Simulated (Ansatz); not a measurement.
Ansatz (a program for electronic structure) input (CCSD(T)/def2-TZVPP):

Ansatz 0.2 input:
```yaml
crystal:
  periodic: [false, false, false]
  atoms:
    - {symbol: Si, position_ang: [-0.55689233, -0.00824704, 0.17837413]}
    - {symbol: Br, position_ang: [-0.01508499, -0.50062459, -1.84893605]}
    - {symbol: Br, position_ang: [1.10781068, 0.18851563, 1.54119918]}
    - {symbol: O, position_ang: [-1.25614091, 1.67691823, 0.11991830]}
    - {symbol: O, position_ang: [-1.91422143, -0.63696927, 0.75050582]}
    - {symbol: H, position_ang: [-0.72545747, 2.48279776, 0.23886607]}
    - {symbol: H, position_ang: [-2.17821221, -1.56047998, 0.67301248]}
    - {symbol: H, position_ang: [-2.18233778, 1.79736266, 0.39828084]}
basis:
  gaussian:
    orbitals: def2-TZVPP
total_charge: 1
magnetization: {spin_polarized: false}
correlation: {method: ccsd_t, electrons: outside_noble_gas}
```

End of the output:

```
integrals: 1.41 GiB planned
1544 factors; integrals over basis functions are off by at most 8.1e-4 eV
mean field: 1.93 GiB planned
mean field evaluation 1: about -151976.5446 eV, gradient 5.7e1 eV
mean field evaluation 2: about -151976.9046 eV, gradient 5.8e1 eV
mean field evaluation 4: about -151982.2609 eV, gradient 3.3e0 eV
mean field evaluation 8: about -151982.3216 eV, gradient 3.0e-1 eV
mean field evaluation 16: about -151976.5441 eV, gradient 5.7e1 eV
mean field -151982.32190535 eV, -5585.2473127037 hartree, gradient 3.9e-6 eV, S^2 0.000000; 0 other end points of the search recorded, 0 dependent functions left out
35 core orbitals not correlated
reference -151982.32190535 eV, -5585.2473127037 hartree; 16, 16 occupied and 191, 191 virtual orbitals, 1544 factors
second order -24.78767680 eV of doubles, -0.00000000 eV of singles
coupled cluster: 3.84 GiB planned
cycle   1  -25.12907001 eV  change   -3.4e-1 eV  update   9.9e-2
cycle   2  -25.62967178 eV  change   -5.0e-1 eV  update   2.7e-2
cycle   3  -25.73957626 eV  change   -1.1e-1 eV  update   1.4e-2
cycle   4  -25.72638025 eV  change    1.3e-2 eV  update   3.1e-3
cycle   5  -25.72497760 eV  change    1.4e-3 eV  update   1.3e-3
cycle   6  -25.72540639 eV  change   -4.3e-4 eV  update   3.8e-4
cycle   7  -25.72513519 eV  change    2.7e-4 eV  update   1.3e-4
cycle   8  -25.72510393 eV  change    3.1e-5 eV  update   3.5e-5
perturbative correction -0.98883635 eV, -0.0363390656 hartree
Total energy: -152009.03584562 eV, -5586.2290319015 hartree
```

It need not be the lowest isomer of its formula.
